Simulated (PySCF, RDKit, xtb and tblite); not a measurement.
Torsional profile of SMILES N[SiH2]Br (H4BrNSi). Scanned: dihedral H4–N1–Si2–Br3; all other coordinates were relaxed at B3LYP-D3(BJ)/def2-SVP. Heavy atoms are numbered in the order of the SMILES N[SiH2]Br, hydrogens after them in the order of the atoms that carry them; the mirror image has the same energies with the sign of each dihedral reversed.

- UFF // B3LYP-D3(BJ)/def2-SVP (RDKit)
- GFN2-xTB, on its own relaxed geometries (the stored frames are those of B3LYP-D3(BJ)/def2-SVP) (xtb and tblite)
- RKS-B3LYP/3-21G = restricted B3LYP/3-21G // B3LYP-D3(BJ)/def2-SVP (PySCF)

Energies in kcal/mol, each method relative to its own lowest point.

```tsv
φ / °	UFF	GFN2-xTB	RKS-B3LYP/3-21G
-150	3.9	0.4	3.5
-120	6.7	0.9	0.9
-90	4.4	0.7	0.0
-60	1.6	0.3	0.7
-30	0.0	0.0	3.4
0	6.6	0.2	4.7
30	0.0	0.0	3.4
60	1.6	0.3	0.8
90	4.4	0.7	0.0
120	6.8	0.9	0.9
150	4.0	0.4	3.5
180	1.2	0.0	6.0
```
